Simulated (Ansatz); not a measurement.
# Molecular dynamics of CH9BN2

Input:

```yaml
crystal:
  periodic: [false, false, false]
  atoms:
    - { symbol: B, position_ang: [-0.041644, 0.394385, 0.383423] }
    - { symbol: "N", position_ang: [-0.266539, -0.328793, 1.796709] }
    - { symbol: H, position_ang: [-1.126889, -0.859916, 1.905613] }
    - { symbol: H, position_ang: [0.509242, -0.874151, 2.163908] }
    - { symbol: H, position_ang: [1.072851, 0.176915, -0.067262] }
    - { symbol: H, position_ang: [-0.96558, 0.176973, -0.385253] }
    - { symbol: "N", position_ang: [-0.138999, 1.848236, 1.037798] }
    - { symbol: H, position_ang: [-0.982999, 2.349613, 0.769215] }
    - { symbol: C, position_ang: [1.014012, 2.726897, 1.019845] }
    - { symbol: H, position_ang: [1.894836, 2.185369, 1.396214] }
    - { symbol: H, position_ang: [1.261553, 3.078377, 0.002894] }
    - { symbol: H, position_ang: [0.861606, 3.610983, 1.6608] }
    - { symbol: H, position_ang: [-0.29615, 0.935714, 1.9928] }
basis:
  gaussian: { orbitals: def2-SVP }
hamiltonian:
  xc: pbe0
  dispersion: d4
md:
  timestep: 0.5
  n_steps: 200
  ensemble: nve
  temperature: 300.0
  initial_velocities: maxwell_boltzmann
  seed: 7067
```

Run as:

```bash
$ ansatz run input.yaml --threads 2 --pin off --max-ram 3072MiB --backend cpu --events-out ev --progress --plain --runs-dir out
```

It starts at the highest image of a converged band, a first-order saddle point between two minima.

Output, in part (step lines, the closing report, with atoms numbered from 0):

```
md step     0: t =     0.00 fs  T =   300.0 K  F+E_penalty+E_count = -4831.04250896 eV  E_kin = 0.426558 eV  conserved = -4830.61595097 eV  (26 SCF iters)
[... lines left out ...]
Total energy: -4831.13161632 eV, -177.5408122413 hartree
Atom 0 at     0.102707     0.250087     0.605234 Å, force     0.374189     1.060180    -0.722867 eV/Å
Atom 1 at    -0.412740    -0.616907     1.614020 Å, force     0.397433     0.739976    -0.025217 eV/Å
Atom 2 at    -1.300585    -1.010799     1.478452 Å, force    -1.382232    -0.736109    -0.163310 eV/Å
Atom 3 at     0.193925    -1.225098     2.098473 Å, force     0.747844    -0.685997     0.710260 eV/Å
Atom 4 at     1.345338     0.389833     0.505722 Å, force    -0.609088    -0.425429     0.066746 eV/Å
Atom 5 at    -0.531124     0.315163    -0.482676 Å, force     0.291813     0.234516     0.627756 eV/Å
Atom 6 at    -0.122539     2.069404     1.291952 Å, force    -0.718812    -0.218294    -0.682919 eV/Å
Atom 7 at    -1.045468     2.509538     1.041031 Å, force     1.165634    -0.677464     0.415303 eV/Å
Atom 8 at     0.997607     2.813746     0.769276 Å, force     0.382050     1.899327     1.395180 eV/Å
Atom 9 at     1.858691     2.667100     1.417891 Å, force     0.502814    -0.817208    -0.081043 eV/Å
Atom 10 at     1.285980     2.666355    -0.261084 Å, force    -0.217208    -0.565362    -0.579899 eV/Å
Atom 11 at     0.904405     3.899290     0.938079 Å, force    -0.524659     0.298838    -0.391947 eV/Å
Atom 12 at    -0.032391     2.011404     2.316917 Å, force    -0.409777    -0.106974    -0.568042 eV/Å
Dipole moment:    -0.143277     0.530742     0.428773 e Å
```

The steps, from the saved trajectory:

```csv
time (fs),T (K),potential energy less start (eV),conserved less start (meV/atom)
0.0,300,0.000,0.00
3.0,141,0.229,0.24
6.0,116,0.263,0.14
9.0,129,0.244,0.12
12.0,159,0.202,0.17
15.0,170,0.186,0.10
18.0,146,0.221,0.18
21.0,284,0.025,0.15
24.0,392,-0.130,0.06
27.0,408,-0.153,0.03
30.0,259,0.062,0.25
33.0,401,-0.143,-0.04
36.0,343,-0.058,0.21
39.0,356,-0.077,0.18
42.0,491,-0.272,0.01
45.0,440,-0.196,0.26
48.0,460,-0.228,0.00
51.0,298,0.005,0.19
54.0,374,-0.104,0.12
57.0,457,-0.224,-0.06
60.0,300,0.003,0.21
63.0,343,-0.061,-0.01
66.0,302,-0.001,0.09
69.0,332,-0.044,0.10
72.0,325,-0.035,0.07
75.0,317,-0.023,0.11
78.0,365,-0.091,0.07
81.0,351,-0.070,0.12
84.0,341,-0.057,0.11
87.0,296,0.008,0.18
90.0,389,-0.125,0.08
93.0,353,-0.073,0.19
96.0,398,-0.139,0.02
99.0,320,-0.026,0.17
```

All steps were run. The conserved energy stayed within 0.27 meV per atom of its start (net change 0.02 meV per atom), so the integration is sound. A run of 0.1 ps of so small a system gives no equilibrium averages. The orbitals stay closed-shell, which can raise the energy where a bond breaks towards radicals; this wasn't checked here.

The step under study would form B1–N7, N2–H13 and break B1–N2, N7–H13. These pairs go: B1–N7 1.60 → 1.96 Å, N2–H13 1.28 → 2.75 Å, B1–N2 1.60 → 1.43 Å, N7–H13 1.33 → 1.03 Å. In the last frame they stand as before the step (other bonds may differ from the relaxed reactants and products). It ends as BH4N + CH5N by the count below, though a long contact still joins these pieces: B1–N7, 1.96 Å. Pairs count as bonded within 1.25 times the sum of covalent radii (0.12 Å more for H–H).

Last frame:

```xyz
13
Properties=species:S:1:pos:R:3
B 0.103 0.250 0.605
N -0.413 -0.617 1.614
H -1.301 -1.011 1.478
H 0.194 -1.225 2.099
H 1.345 0.390 0.506
H -0.531 0.315 -0.483
N -0.122 2.069 1.292
H -1.046 2.510 1.041
C 0.998 2.814 0.769
H 1.859 2.667 1.418
H 1.286 2.666 -0.261
H 0.904 3.899 0.938
H -0.032 2.011 2.317
```

Run time: 20 min on 2 threads of Intel(R) Xeon(R) Processor @ 2.50GHz (Skylake/Cascade Lake), with other jobs on the host, peak memory 0.22 GiB.
